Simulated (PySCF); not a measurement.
Broadened absorption spectrum of C6H9NO2Si

Compound: C6H9NO2Si.
InChI=1S/C6H9NO2Si/c1-6(8)9-10-7-4-2-3-5-7/h2-5H,10H2,1H3

Level of theory: TDDFT PBE0/def2-SVPD, vertical, gas phase, core orbitals frozen in the response in PySCF 2.14.0, density-fitted response routines. The structure is a single PBE0-D3(BJ)/def2-SVP conformer in the gas phase; no vibrational or solvent corrections. Torsions of this conformer, `[CH3:1][C:2](=[O:3])[O:4][SiH2:5][n:6]1[cH:7][cH:8][cH:9][cH:10]1`: C1–C2–O4–Si5 179°, C2–O4–Si5–N6 180°, O4–Si5–N6–C7 2°.

Broadening: Gaussians 0.3 eV wide at half height, area fixed by f = 4.319×10⁻⁹ ∫ε dν̃. The cross-section is σ = 3.8235×10⁻²¹ ε cm², given in Mb (10⁻¹⁸ cm²). The width is an assumption, not a result. The curve ends short of the highest state used, and states not computed would add to its high-energy end.

(λ (nm), σ (Mb)): (208.3, 12.57), (209.6, 8.37), (210.8, 5.55), (212.1, 3.43), (213.4, 2.05), (214.7, 1.20), (216.0, 0.69), (217.2, 0.40), (218.5, 0.23), (219.8, 0.14), (221.1, 0.11), (222.4, 0.13), (223.6, 0.18), (224.9, 0.28), (226.2, 0.43), (227.5, 0.63), (228.8, 0.88), (230.0, 1.15), (231.3, 1.47), (232.6, 1.80), (233.9, 2.12), (235.2, 2.39), (236.4, 2.58), (237.7, 2.70), (239.0, 2.71), (240.3, 2.63), (241.6, 2.45), (242.8, 2.22), (244.1, 1.92), (245.4, 1.61), (246.7, 1.29), (248.0, 1.00), (249.2, 0.77), (250.5, 0.55), (251.8, 0.39), (253.1, 0.26), (254.4, 0.17), (255.6, 0.11), (256.9, 0.07), (258.2, 0.04), (259.5, 0.02), (260.8, 0.01), (262.1, 0.01), (263.3, 0.00)

(1) Locate the maxima and give the states behind the curve.

(2) Coming from long wavelengths, where does ε first pass 100 L mol⁻¹ cm⁻¹?

(3) On this curve, what absorbance would a 10⁻⁴ mol/L sample give at 248 nm over a 1 cm path?

Answers

(1) 239 nm (5.20 eV), ε about 710, made up of S1 (71%) and S2 (29%) (ε in L mol⁻¹ cm⁻¹; maxima over ε = 5, shares over 10%). At its high-energy end, 5.95 eV, the curve is still rising (ε about 3200, from S5 and S7). The states used: S1 5.16 eV (f 0.0059); S2 5.29 eV (f 0.0030); S3 5.79 eV (f 0.0001); S4 5.87 eV (f 0.0007); S5 6.02 eV (f 0.014); S6 6.14 eV (f 0.0044); S7 6.18 eV (f 0.105); S8 6.48 eV (f 0.033); S9 6.51 eV (f 0.0096); S10 6.55 eV (f 0.0021).

(2) At about 252 nm (4.92 eV), 0.23 eV below S1.

(3) 248 nm is 4.999 eV, where ε is about 260 L mol⁻¹ cm⁻¹, so A = ε c l ≈ 0.026 (Beer–Lambert, with the gas-phase spectrum and the assumed width).

The vertical ionisation energy (ΔSCF) is 8.19 eV, 1.64 eV above S10.
